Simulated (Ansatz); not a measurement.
A run for Ansatz (a first-principles code): R-PBE0/def2-TZVPPD on HCl (SMILES Cl) with ghost functions, monomers drawn apart or pushed together. Files ending in .json are basis or fitting sets from the Basis Set Exchange.

Ansatz 0.2 input:
```yaml
crystal:
  periodic: [false, false, false]
  atoms:
    - {symbol: Cl, position_ang: [-0.86779556, 1.14722375, 0.28731765]}
    - {symbol: H, position_ang: [-0.15375625, 0.37126615, 1.02104946]}
basis:
  gaussian:
    orbitals: def2-TZVPPD.json
    ghost_atoms:
      - {symbol: O, position_ang: [0.64926193, -0.57800533, 2.54291678]}
      - {symbol: C, position_ang: [0.48433599, -0.54385388, 3.69273113]}
      - {symbol: O, position_ang: [0.32349422, -0.51315530, 4.83775284]}
hamiltonian:
  xc: {name: PBE0}
scf: {lower_state_search: off}
```

The head of its log:

```
WARN ansatz: RAYON_NUM_THREADS=1 ignored (pool sized by the plan → 1); use --threads N
Functional definition: PBE0
these checks for a lower state are left out or cut short: stability, starts, cluster_reference, orbital_swaps, neighbouring_geometries, increment
integrals: 0.08 GiB planned
913 factors; their error is unknown
mean field: 0.70 GiB planned
mean field evaluation 1: about -12535.1242 eV, gradient 9.5e0 eV
mean field evaluation 2: about -12535.1955 eV, gradient 9.0e0 eV
```

**Question.** Predict the final total energy.

**Answer.** -460.6668 hartree.
